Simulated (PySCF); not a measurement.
AlF₂H, AlFH₄NSi, Al₂FH₂N, AlFH₂NSi (calculated)

Calculation on a computer-drawn molecule: the log of a Hartree-Fock and frozen-core CCSD(T) single point meant for a local Hartree-Fock minimum, with one planted fault or none, to be diagnosed. Offsets are logged minus clean, where the clean run is the same molecule without the fault. The reference is restricted for singlets and unrestricted otherwise, and also for a bond in bohr or an excited solution. Adding or removing an electron swaps singlet and doublet. The excited solution moves the top pair (singlet) or top alpha electron (doublet) to the lowest empty orbital. Highest occupied and lowest empty are orbital energies over both spins, largest force is the largest gradient component, triples share is (T) over the correlation energy, the T1 limit is 0.02 restricted and 0.045 unrestricted, electrons count all cores, a negative frequency is imaginary (commonest isotopes), and the dipole is about the centre of nuclear charge. Program: PySCF 2.14.0.

Common to all runs: logged SCF converged yes; logged CC converged yes; logged SCF stable within its kind yes; possible faults no fault, one electron removed, one electron added, multiplicity raised by two, geometry at a saddle point, SCF held on an excited solution, minimal basis STO-3G, one bond length entered in bohr, all coordinates scaled.

```yaml
- entry: 1
  formula: AlF2H
  logged_structure:
    atoms_angstrom:
      - [F, 0.5065, 0.5594, -0.3766]
      - [Al, -1.0412, 0.7108, 0.1509]
      - [F, -1.8987, 1.9957, -0.4063]
      - [H, -1.6657, -0.3144, 1.1322]
  given:
    meant_charge: 0
    meant_multiplicity: 1
    meant_basis: "cc-pV(D+d)Z"
    logged_electrons: 33
    logged_basis_functions: 56
    logged_spin_squared: 0.7702
    "logged_highest_occupied [eV]": 1.2667
    "logged_lowest_empty [eV]": 7.4976
    "logged_largest_force [hartree/bohr]": 0.028212
    logged_T1_diagnostic: 0.014299
    logged_D1_diagnostic: 0.040174
    logged_triples_share: 0.013759
    "logged_dipole_magnitude [debye]": 1.1656
    "logged_energy_HF [hartree]": -441.47835
    "logged_energy_CCSD(T) [hartree]": -441.93984
    drawn_bonds_atom: [1, 2, 2]
    drawn_bonds_other_atom: [2, 3, 4]
    drawn_bonds_order: [1, 1, 1]
  results:
    planted_fault: "one electron added"
    "HF_energy_offset_from_clean_run [kcal/mol]": 34.93
    "CCSD(T)_energy_offset_from_clean_run [kcal/mol]": 31.96
  notes: ["highest electron not bound in this basis"]
- entry: 2
  formula: AlFH4NSi
  logged_structure:
    atoms_angstrom:
      - [F, -0.1788, -1.7639, 0.4642]
      - [Al, -0.4242, -0.1329, 0.3745]
      - ["N", 0.972, 0.8956, 0.0089]
      - [Si, 2.6438, 0.5244, -0.2989]
      - [H, -1.8596, 0.4412, 0.6039]
      - [H, 0.7677, 1.8802, -0.067]
      - [H, 2.8741, -0.9006, 0.0333]
      - [H, 3.5429, 1.3899, 0.5114]
  given:
    meant_charge: 0
    meant_multiplicity: 2
    meant_basis: "cc-pV(D+d)Z"
    logged_electrons: 48
    logged_basis_functions: 94
    logged_spin_squared: 0.0
    "logged_highest_occupied [eV]": 0.049608
    "logged_lowest_empty [eV]": 6.1455
    "logged_largest_force [hartree/bohr]": 0.078121
    logged_T1_diagnostic: 0.021921
    logged_D1_diagnostic: 0.093732
    logged_triples_share: 0.023837
    "logged_dipole_magnitude [debye]": 7.6649
    "logged_energy_HF [hartree]": -687.13861
    "logged_energy_CCSD(T) [hartree]": -687.72369
    drawn_bonds_atom: [1, 2, 3, 2, 3, 4, 4]
    drawn_bonds_other_atom: [2, 3, 4, 5, 6, 7, 8]
    drawn_bonds_order: [1, 1, 1, 1, 1, 1, 1]
  results:
    planted_fault: "one electron added"
    "HF_energy_offset_from_clean_run [kcal/mol]": 23.85
    "CCSD(T)_energy_offset_from_clean_run [kcal/mol]": 1.972
  notes: ["T1 above single-reference limit", "highest electron not bound in this basis"]
- entry: 3
  formula: Al2FH2N
  logged_structure:
    atoms_angstrom:
      - [F, -0.0911, 3.6408, 0.0826]
      - [Al, 0.2276, 2.2019, -0.6927]
      - ["N", 0.054, 0.6836, 0.1279]
      - [Al, -0.1713, -0.6252, 1.0759]
      - [H, 0.682, 2.3907, -2.1861]
      - [H, -0.3715, -1.9014, 1.9382]
  given:
    meant_charge: 0
    meant_multiplicity: 1
    meant_basis: "cc-pV(D+d)Z"
    logged_electrons: 43
    logged_basis_functions: 84
    logged_spin_squared: 0.7576
    "logged_highest_occupied [eV]": -16.661
    "logged_lowest_empty [eV]": -6.2524
    "logged_largest_force [hartree/bohr]": 0.070837
    logged_T1_diagnostic: 0.018992
    logged_D1_diagnostic: 0.063581
    logged_triples_share: 0.019092
    "logged_dipole_magnitude [debye]": 10.314
    "logged_energy_HF [hartree]": -638.69764
    "logged_energy_CCSD(T) [hartree]": -639.15183
    drawn_bonds_atom: [1, 2, 3, 2, 4]
    drawn_bonds_other_atom: [2, 3, 4, 5, 6]
    drawn_bonds_order: [1, 1, 2, 1, 1]
  results:
    planted_fault: "one electron removed"
    "HF_energy_offset_from_clean_run [kcal/mol]": 171.0
    "CCSD(T)_energy_offset_from_clean_run [kcal/mol]": 206.3
- entry: 4
  formula: AlFH2NSi
  logged_structure:
    atoms_angstrom:
      - [F, -1.3945, 2.0545, 4.1941]
      - [Al, -2.5291, 2.6002, 3.0297]
      - ["N", -1.6109, 2.2833, 1.442]
      - [Si, -1.0327, 2.1095, 0.0078]
      - [H, -1.1843, 0.9179, -0.8721]
      - [H, -0.2431, 3.1124, -0.759]
  given:
    meant_charge: -1
    meant_multiplicity: 1
    meant_basis: "aug-cc-pV(D+d)Z"
    logged_electrons: 46
    logged_basis_functions: 128
    logged_spin_squared: 0.0
    "logged_highest_occupied [eV]": -1.5665
    "logged_lowest_empty [eV]": 3.2193
    "logged_largest_force [hartree/bohr]": 2.8771e-06
    "logged_lowest_frequency [cm^-1]": 20.101
    logged_T1_diagnostic: 0.021969
    logged_D1_diagnostic: 0.066089
    logged_triples_share: 0.037074
    "logged_dipole_magnitude [debye]": 8.3988
    "logged_energy_HF [hartree]": -685.99452
    "logged_energy_CCSD(T) [hartree]": -686.60307
    drawn_bonds_atom: [1, 2, 3, 4, 4]
    drawn_bonds_other_atom: [2, 3, 4, 5, 6]
    drawn_bonds_order: [1, 2, 1, 1, 1]
  results:
    planted_fault: "no fault"
    "HF_energy_offset_from_clean_run [kcal/mol]": 0.0
    "CCSD(T)_energy_offset_from_clean_run [kcal/mol]": 0.0
  notes: ["T1 above single-reference limit"]
- entry: 5
  formula: AlFH2NSi
  logged_structure:
    atoms_angstrom:
      - [F, -1.3945, 2.0545, 4.1941]
      - [Al, -2.5291, 2.6002, 3.0297]
      - ["N", -1.6109, 2.2833, 1.442]
      - [Si, -1.0327, 2.1095, 0.0078]
      - [H, -1.1843, 0.9179, -0.8721]
      - [H, -0.2431, 3.1124, -0.759]
  given:
    meant_charge: -1
    meant_multiplicity: 1
    meant_basis: "aug-cc-pV(D+d)Z"
    logged_electrons: 45
    logged_basis_functions: 128
    logged_spin_squared: 0.7525
    "logged_highest_occupied [eV]": -9.3686
    "logged_lowest_empty [eV]": 0.013997
    "logged_largest_force [hartree/bohr]": 0.061157
    logged_T1_diagnostic: 0.020176
    logged_D1_diagnostic: 0.054998
    logged_triples_share: 0.034306
    "logged_dipole_magnitude [debye]": 3.5247
    "logged_energy_HF [hartree]": -685.97465
    "logged_energy_CCSD(T) [hartree]": -686.54089
    drawn_bonds_atom: [1, 2, 3, 4, 4]
    drawn_bonds_other_atom: [2, 3, 4, 5, 6]
    drawn_bonds_order: [1, 2, 1, 1, 1]
  results:
    planted_fault: "one electron removed"
    "HF_energy_offset_from_clean_run [kcal/mol]": 12.47
    "CCSD(T)_energy_offset_from_clean_run [kcal/mol]": 39.02
```
